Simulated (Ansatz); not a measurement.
Program: Ansatz. Geometries: PBE0-D4/def2-TZVP. ΔE: electronic, gas phase. CCSD(T)/CBS is the MP2 limit (def2-TZVPP, def2-QZVPP) plus CCSD(T) − MP2 in def2-TZVPP, frozen cores. This one scheme is used for every species. DFT in def2-TZVPP. B3LYP here is the variant with VWN-RPA as its local correlation; programs differ in this. One conformer a species, not always the lowest.

Consider the substitution at a C–Si bond: `O=[C]([SiH3])[AlH][OH]` + H₂S → `O=[C](S)[AlH][OH]` + SiH₄.

Is it downhill or uphill in electronic energy at CCSD(T)/CBS, and by how much? (Estimate.)

Computed: Downhill: ΔE = -39.1 kJ/mol.

What do these levels give: revPBE-D4, r2SCAN-D4, PBE0-D4, B3LYP-D4, BLYP, r2SCAN, PBE0, r2SCANh, r2SCAN0, RPA@PBE/def2-TZVPP, MP2/def2-TZVPP, CCSD/CBS(def2)? (An estimate is asked.)

Computed: revPBE-D4 -52.6, r2SCAN-D4 -54.0, PBE0-D4 -45.0, B3LYP-D4 -44.2, BLYP -48.0, r2SCAN -54.2, PBE0 -45.1, r2SCANh -51.6, r2SCAN0 -48.0, RPA@PBE/def2-TZVPP -38.0, MP2/def2-TZVPP -45.4, CCSD/CBS(def2) -34.5 kJ/mol.

Largest T1 diagnostic among the species: 0.017.

Leaving LDA and LC-ωPBE aside and taking each functional with its dispersion term where it has one, the values, not all of them listed here, spread over 15.9 kJ/mol, from r2SCAN-D4 to ωB97M-V. LDA lies −4.1 kJ/mol from PBE without D4. From BLYP to BHLYP (50 % exact exchange), in def2-TZVPP and without D4, ΔE moves by +9.3 kJ/mol. In def2-TZVPP, CCSD(T) changes the Hartree–Fock value by −6.7 kJ/mol (the triples alone add −4.6 kJ/mol) and MP2 by −13.4 kJ/mol.
